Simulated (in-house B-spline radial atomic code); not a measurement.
# Ionising Ar8+ with different functionals

Computed with a B-spline radial code for spherical atoms: four-component Dirac-Coulomb Hamiltonian, Fermi nucleus of rms radius 3.4274 fm, spin-restricted, spherical fractional occupations for the functionals. The ionisation energy is the difference of two self-consistent energies, [He] 2s2 2p6 → [He] 2s2 2p5, without Breit or QED terms; ε is the level of the shell that loses the electron (mean over j). The electron is taken from both j subshells in proportion to 2j + 1, so the result is a j average, not the step between ground levels.

Hybrids are left out here: with spherical fractional occupations of an open shell their exact exchange keeps a self-interaction that integer-occupation calculations don't have.

| method | rung | ΔSCF (eV) | -ε(2p) (eV) |
| --- | --- | --- | --- |
| LDA VWN5 | LDA | 424.38 | 395.11 |
| relativistic LDA | LDA | 424.21 | 394.95 |
| LDA PW92 | LDA | 424.36 | 395.10 |
| LDA exchange-only | LDA | 421.82 | 392.57 |
| PBE | GGA | ? | ? |
| PBEsol | GGA | 424.23 | 394.95 |
| BLYP | GGA | 424.76 | 395.44 |
| RPBE | GGA | ? | ? |
| PW91 | GGA | 424.96 | 395.65 |
| BP86 | GGA | 424.84 | 395.53 |
| AM05 | GGA | 424.09 | 394.83 |
| OLYP | GGA | 425.75 | 396.47 |

Task: What does PBE give?

Result: ΔSCF 424.62 eV, and -ε(2p) = 395.33 eV.

Task: What does RPBE give?

Result: ΔSCF 424.57 eV, and -ε(2p) = 395.28 eV.

Task: How do they compare with the NIST value?

Result: NIST lists 422.60 eV ± 0.06 (semi-empirical, ground level to ground level). Errors run from -0.78 to +3.15 eV; AM05 is closest (+1.49 eV), but part of that can be cancellation, since the calculations leave out Breit-QED terms, spin polarisation, the choice among j levels, multiplet and fine-structure energies.
